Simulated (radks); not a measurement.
Charge is removed step by step from the 5s1/2 level of Dy+, starting from [Xe] 4f10 6s1. All-electron calculation, Dirac Kohn-Sham, LDA (Slater exchange, Perdew-Wang correlation), spin-unpolarised, spherical densities, point nucleus; open shells fill j = l - 1/2 first. Program: a radial shooting solver on a logarithmic mesh with Libxc functionals.

removed (e)  E - E(0) (eV)  eigenvalue (eV)  E minus straight line (eV)
0                    0.000          -55.518                       0.000
0.1                  5.616          -56.802                      -0.600
0.2                 11.361          -58.103                      -1.071
0.3                 17.237          -59.421                      -1.410
0.4                 23.246          -60.754                      -1.617
0.5                 29.388          -62.101                      -1.691
0.6                 35.666          -63.462                      -1.628
0.7                 42.081          -64.835                      -1.429
0.8                 48.634          -66.221                      -1.092
0.9                 55.326          -67.618                      -0.616
1                   62.158          -69.027                       0.000

Removing the whole electron costs 62.158 eV by Delta-SCF, against 55.518 eV from minus the eigenvalue at the starting occupation. Slater's transition state (half an electron removed) gives 62.101 eV. Integrating minus the eigenvalue over the occupation (Janak's theorem) gives 62.158 eV. The mean slope of the eigenvalue, de/dn, is 13.5 eV per electron.
